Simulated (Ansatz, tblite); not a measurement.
BeO nanocrystals, bare: gap (eV) at several levels, gas phase, relaxed structures; Ansatz, xTB through tblite. The structures are stationary points that may keep the symmetry of their start.

```json
{"species": "Be8O8, cut from wurtzite, rearranged, rod, bare", "state": "singlet", "geometry": "PBE-D4/def2-SVP", "GFN2-xTB": "2.17", "PBE-D4/def2-SVP": "1.39", "PBE-D4/def2-TZVP": "1.28", "r2SCAN-D4/def2-TZVP": "2.00", "PBE0-D4/def2-SVP": "3.57", "PBE0-D4/def2-TZVP": "3.43"}
{"species": "Be9O9, cut from wurtzite, rearranged, rod, bare", "state": "singlet", "geometry": "PBE-D4/def2-SVP", "GFN2-xTB": "3.70", "PBE-D4/def2-SVP": "5.40", "PBE-D4/def2-TZVP": "5.05", "r2SCAN-D4/def2-TZVP": "5.86", "PBE0-D4/def2-SVP": "7.84", "PBE0-D4/def2-TZVP": "7.39"}
```

Problem. Estimate the rows for Be13O13, cut from zinc blende, rearranged, bare (singlet, PBE-D4/def2-SVP geometry).

Solution. 
| species | state | geometry | GFN2-xTB | PBE-D4/def2-SVP | PBE-D4/def2-TZVP | r2SCAN-D4/def2-TZVP | PBE0-D4/def2-SVP | PBE0-D4/def2-TZVP |
| --- | --- | --- | --- | --- | --- | --- | --- | --- |
| Be13O13, cut from zinc blende, rearranged, bare | singlet | PBE-D4/def2-SVP | 3.02 | 2.86 | 2.70 | 3.38 | 5.16 | 4.93 |

Over the 3 species that have every level, the mean is 2.96 at GFN2-xTB, 3.22 at PBE-D4/def2-SVP, 3.01 at PBE-D4/def2-TZVP, 3.75 at r2SCAN-D4/def2-TZVP, 5.52 at PBE0-D4/def2-SVP, 5.25 at PBE0-D4/def2-TZVP. Orbital gaps grow with the share of exact exchange and aren't one observable across functionals.
